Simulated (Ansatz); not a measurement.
Question: Name a neutral molecule of O, S, Si and H with size of the dipole moment (PBE/def2-TZVPP) between 0.55 and 0.85 D and HOMO–LUMO gap (PBE/def2-TZVPP) between 5.15 and 5.45 eV (Ansatz, PBE0-D4/def2-TZVP geometry).

Answer: `[SiH3][SiH2]O[SiH2]S` (0.65 D, 5.18 eV). Other molecules can fit too; these were computed, each in one conformer that needn't be the lowest.
